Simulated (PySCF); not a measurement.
**Frontier orbitals and the lowest excitations**

C₆H₇F.
Cartesian coordinates in Å at the GFN2-xTB level; atoms count from 1:
```
atom  x, y, z in Å
C1    -1.686    0.266    0.360
C2    -0.486   -0.082   -0.523
F3    -0.963   -0.356   -1.798
C4     0.534    1.030   -0.530
C5     1.661    0.595    0.036
C6     1.516   -0.813    0.392
C7     0.300   -1.239    0.045
H8    -2.375   -0.575    0.384
H9    -2.199    1.133   -0.049
H10   -1.347    0.487    1.368
H11    0.314    2.005   -0.920
H12    2.558    1.162    0.206
H13    2.295   -1.393    0.853
H14   -0.122   -2.219    0.151
```

Computed, not measured: TDDFT wB97X-D/def2-SVPD, vertical, gas phase, core orbitals frozen in the response in PySCF 2.14.0, density-fitted response routines.

Kohn–Sham orbitals with the atoms that hold most of them (Löwdin shares over 4%, at most four atoms; ? is withheld):

| orbital | ε (eV) | atoms |
| --- | --- | --- |
| LUMO+2 | 3.03 | C1 15%, H12 13%, H13 13%, C5 12% |
| LUMO+1 | 2.50 | C1 17%, C5 12%, C6 12%, C7 9% |
| LUMO | 0.43 | C4 19%, C7 19%, C6 18%, C5 18% |
| HOMO | ? | ? |
| HOMO-1 | -11.03 | ? |
| HOMO-2 | -11.27 | F3 23%, C2 19%, C4 15%, C7 15% |
| HOMO-3 | -11.77 | F3 30%, C5 14%, C6 14%, C7 10% |

**Question.** Give the leading atoms of the HOMO.

**Answer.** C7 (bonded to 2 C and H) 25%; C4 (bonded to 2 C and H) 25%; C6 (bonded to 2 C and H) 18%; C5 (bonded to 2 C and H) 18%.

**Question.** Give the leading atoms of the HOMO-1.

**Answer.** C1 (bonded to C and 3 H) 17%; C6 (bonded to 2 C and H) 15%; C5 (bonded to 2 C and H) 15%; C2 (bonded to 3 C and F) 15%.

**Question.** What is the HOMO energy, and the HOMO–LUMO gap?

**Answer.** ε(HOMO) = -8.51 eV; the gap is 8.94 eV (0.3287 hartree).

**Question.** The HOMO–LUMO gap is 8.94 eV. Where does the response calculation put the lowest singlet, and from which orbitals?

**Answer.** S1 is at 4.53 eV (f = 0.044), 4.41 eV below the gap, made of HOMO→LUMO (98%). Without the coupling terms of the response equations the lowest excitation would equal the gap.

**Question.** One configuration dominates each of S1, S2, S3 and S4. Which, and how do the shares of the two leading atoms of either orbital change from the occupied to the empty one?

**Answer.** 
- S1 (4.53 eV, f 0.044), HOMO→LUMO (98%): C7 25% → 19%, C4 25% → 19%
- S2 (6.54 eV, f 0.0007), HOMO-2→LUMO (97%): F3 23% → at most 18%, C2 19% → at most 18%, C4 15% → 19%, C7 15% → 19%
- S3 (6.69 eV, f 0.041), HOMO-1→LUMO (85%): C1 17% → at most 18%, C6 15% → 18%, C4 at most 16% → 19%, C7 at most 16% → 19%
- S4 (6.90 eV, f 0.0006), HOMO→LUMO+1 (89%): C7 25% → 9%, C4 25% → at most 9%, C1 at most 15% → 17%, C5 18% → 12%

Löwdin shares depend on the basis, the more so with diffuse functions.

On one thread of an Arm Neoverse V1, no GPU, shared host, this took 43 s of wall time (grids of density and orbitals included) and 0.84 GiB of memory at its peak.
